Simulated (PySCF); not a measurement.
C₄H₄O₂Si.
Atom-mapped SMILES: `[O:1]=[CH:2][C:3]1=[CH:4][SiH2:5][C:6]1=[O:7]`

Structure used (GFN2-xTB), in Å, numbered top down from 1:
```xyz
11
C4H4O2Si angstrom
O      2.7452   -0.0196    1.0162
C      2.0547    0.0484    0.0315
C      0.5893    0.0119    0.0319
C     -0.2815   -0.0957    1.0658
Si    -1.8750   -0.0481    0.0178
C     -0.3155    0.0883   -1.1506
O     -0.0564    0.1925   -2.3195
H      2.4894    0.1466   -0.9814
H     -0.0003   -0.1754    2.1036
H     -2.7024    1.1404    0.1805
H     -2.6421   -1.2866   -0.0218
```

Probes without a nucleus sit at each ring's centroid and 1 Å off its mean plane on both sides; NICS is minus the shielding there, NICSzz its component along the normal. Level: GIAO PBE0/pcSseg-1 (PySCF, non-relativistic, gas phase) on the GFN2-xTB geometry, one conformer.

Ring bond lengths (Å), with Mayer bond orders in brackets: C3–C4 1.356 (1.65), C4–Si5 1.908 (0.89), Si5–C6 1.953 (0.85), C6–C3 1.491 (0.91).

Problem. What do the NICS probes read (ppm)?

Solution. 
```json
{"ring": "C3–C4–Si5–C6", "type": "4-membered ring with Si; formal bonds 1 double, 3 single", "NICS(0)": "7.1", "NICS(1), two faces": "-2.5 / -2.5", "NICS(1)zz, two faces": "-0.1 / -0.1", "rms pucker (Å)": "0.00", "centre to ring atoms, mean (Å)": "1.18"}
```

Problem. What do they say, and how far can they be read as aromaticity?

Solution. 
- C3–C4–Si5–C6: mean NICS(1)zz -0.1 ppm, near zero. Si5 has four or more neighbours, so the value isn't read as a sign of a π ring current. NICS(0) lies 10 ppm above the mean NICS(1).

Problem. List the ring angles and the Hirshfeld charges of the ring atoms.

Solution. 
- C3–C4–Si5–C6: C3 102.7° (-0.019 e), C4 96.6° (-0.073 e), Si5 70.3° (+0.349 e), C6 90.4° (+0.065 e); sum 360.0° against 360° for a flat convex ring.

Problem. What are the shieldings of the ring atoms and their hydrogens in the same run (means over atoms taken as equivalent)?

Solution. 
```csv
atoms,environment,σ isotropic (ppm),"principal values of the symmetric part, first atom (ppm)"
C3,fully substituted alkene carbon,10.4,"-77.7, 12.3, 96.7"
C4,alkene CH carbon,-6.4,"-136.7, -64.3, 181.9"
Si5,SiH2 silicon,363.9,"285.4, 350.7, 455.5"
C6,carbonyl carbon,-32.4,"-110.6, -59.0, 72.5"
H9,vinylic hydrogen,21.72,"14.5, 24.8, 25.8"
H10 (×2),Si–H hydrogen,26.30,"23.7, 25.1, 30.1"
```
